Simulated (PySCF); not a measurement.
**Telling isomers of C₇H₁₆P₂ apart by NMR**

PySCF 2.14 calculation with σ from GIAO-PBE0/pcSseg-1 and GFN2-xTB structure; non-relativistic, equivalent nuclei averaged, one computed conformer, gas phase.

References, each an isolated molecule treated in the same way: TMS for 1H, 13C. Splittings of carbon signals by F and P are missing where no couplings were computed. Where no couplings were computed, multiplicities follow the n + 1 count of equivalent neighbours, and m marks all less simple cases (inequivalent or close neighbours, rings, F or P nearby). Shifts are as computed. Against solution values, carbons near 30 ppm lie about +3 ppm off and those near 130 ppm about +5 ppm. Of 1211 compounds with measured shifts, 218 miss one by over three times the rms of a fit or turn the order of signals round; such compounds aren't used in these exercises.

(1) Tabulate the signals of `CCP1CCP(C)CC1`, `CCCP1CCPCC1` and their relative energies.

(2) What is the quickest way to tell CCP1CCP(C)CC1 from CCCP1CCPCC1?

Results:

(1) 
```tsv
SMILES	carbon types	δC	δH	E rel. (kcal/mol)
CCP1CCP(C)CC1	5×CH2 2×CH3	32.1, 30.6, 30.2, 17.7, 12.3	1.72 (m, 4H), 1.68 (m, 4H), 1.38 (m, 2H), 1.13 (m, 3H), 1.02 (m, 3H)	0.0
CCCP1CCPCC1	6×CH2 1×CH3	39.7, 26.8, 24.0, 19.4, 18.8	3.01 (m, 1H), 2.14 (m, 4H), 1.75 (m, 4H), 1.26 (m, 2H), 1.05 (t, 3H), 1.05 (m, 2H)	18.2
```

Energies are electronic energies at PBE0/pcSseg-1 on these geometries, without zero-point or thermal terms, each for the one conformer computed, which needn't be the lowest.

(2) Both give the same number of carbon signals, but DEPT or the intensities differ. The first has a methyl carbon (CH3) at 12.3 ppm, the second an sp3 CH2 bonded to P at 18.8 ppm. Their most deshielded carbons lie at 32.1 and 39.7 ppm. In the proton spectra the most deshielded non-exchanging signals are 1.72 (m, 4H) and 3.01 (m, 1H).
